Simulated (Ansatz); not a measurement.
Molecule: sum formula BN3H5, charge 0, multiplicity 2. It need not be the lowest isomer of its formula. 
Structure (B3LYP-D3(BJ)/def2-TZVP (Ansatz, an electronic-structure program) minimum search):
```
B
N 1 1.4179
H 2 1.0044 1 124.35
H 2 1.0044 3 114.33 1 -173.03
N 1 1.4249 2 121.94 3 10.77
H 5 1.0045 1 121.87 2 177.77
H 5 1.0060 6 113.02 1 163.12
N 1 1.4646 2 117.00 3 -171.95
H 8 1.0218 1 113.25 2 135.69
```
Charge 0, spin multiplicity 2.

Basis-set convergence of Hartree-Fock and CCSD(T) correlation energies (hartree) with Ansatz. Valence correlation only, unless marked. Open shells are spin-unrestricted. Spin-orbit coupling is left out. Non-relativistic.

```tsv
basis	functions	E(HF)	E(corr, CCSD(T))
aug-cc-pVDZ	137	-191.04936	-0.64361
aug-cc-pVTZ	299	(withheld)	(withheld)
```

### Question
Complete the blanks.

### Answer

- aug-cc-pVTZ, E(HF): -191.09507
- aug-cc-pVTZ, E(corr, CCSD(T)): -0.76844
